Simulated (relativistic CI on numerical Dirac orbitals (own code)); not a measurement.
# Hyperfine structure of Ca XIII, mass number 41

Method of calculation: Dirac-Coulomb-Breit CI, orbitals from a KLI potential per configuration, a model potential for QED, unscaled Slater integrals (own radial code, finite nucleus).

CI space (outside the closed core 1s2): 2s2 2p4, 2s 2p5, 2p6, 2p5 3s, 2s2 2p3 3s, 2p5 3p, 2s2 2p3 3p, 2p5 3d, 2s2 2p3 3d, 2s 2p4 3s, 2s 2p4 3p, 2s 2p4 3d, 2s2 2p3 4s, 2s2 2p3 4p, 2s2 2p3 4d, 2s2 2p3 4f. Levels of other configurations are missing.

Nuclear spin I = 7/2, μ = -1.59443 μN, Q = -0.0665 b (tables of Stone and Pyykkö). The electronic factors are computed for point nuclear moments, without core polarisation or the Bohr-Weisskopf and QED corrections.

```
           Level   E (eV)  A (MHz)  B (MHz)
    2s2 2p4 3P_2    0.000    -5212    -1220
    2s2 2p4 3P_1    3.017   -7.451      654
    2s2 2p4 1D_2   11.249    -9862     2540
    2s 2p5 3P°_2   77.434   -24970     1290
    2s 2p5 3P°_1   79.914   -26180     -652
    2s 2p5 1P°_1  107.433   -13690     1310
2s2 2p3 3s 5S°_2  412.577    -5250     -7.9
2s2 2p3 3s 3S°_1  417.713     4474    -11.1
```

Levels with J = 0, under 50 % of one LS term, or S terms without an open s electron are left out. Small factors come from cancelling terms and can be off by tens of per cent or more.

At this charge energies of transitions that change n are usually good to better than 1 %, and those within a shell (Δn = 0) to a few per cent.

(1) Give the hyperfine levels of 2s2 2p4 3P_2 relative to its centre of gravity.

Answers

(1) With K = F(F + 1) − I(I + 1) − J(J + 1), E = AK/2 + B[¾K(K + 1) − I(I + 1)J(J + 1)]/[2I(2I − 1)J(2J − 1)]: F = 3/2: 46260, F = 5/2: 33770, F = 7/2: 15990, F = 9/2: -7404, F = 11/2: -36790 MHz.

LS names give the leading component of a level, which can be under half, so a name can repeat, a term be missing and a line seem to break the LS rules.
